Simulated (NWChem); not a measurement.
# C2H4F2OSi; SMILES F[Si@@H](CF)C=O

```xyz
10

O     -1.2118     2.1148    -0.0470
C     -0.0507     1.8072     0.0898
Si     0.4676     0.0090    -0.3520
F      1.9508    -0.2706     0.2579
C     -0.8239    -1.1249     0.4233
F     -0.7536    -2.3957    -0.1010
H      0.6971     2.5612     0.4620
H      0.5275    -0.1623    -1.8278
H     -1.8220    -0.6918     0.2262
H     -0.6993    -1.1709     1.5204
```
Atoms are numbered in this order, from 1.

Program: NWChem. Geometry: optimised at PBE0/def2-SVP. Isolated, static molecule.

GIAO at KT2/pcSseg-1: principal shieldings of C2 are -147.0, -68.1, 81.1 ppm; an isolated tetramethylsilane molecule has σ = 183.2 ppm at the same levels.

Problem. Find the isotropic 13C shift, its principal values, the span and the skew.

Solution. 
1. σ(iso) = one third of the sum = -44.7 ppm.
2. δ = σ(reference) − σ = 227.9 ppm against tetramethylsilane.
3. δ11, δ22, δ33 = 330.2, 251.3, 102.1 ppm.
4. Span Ω = δ11 − δ33 = 228.1 ppm; skew κ = 3(δ22 − δ(iso))/Ω = 0.31.
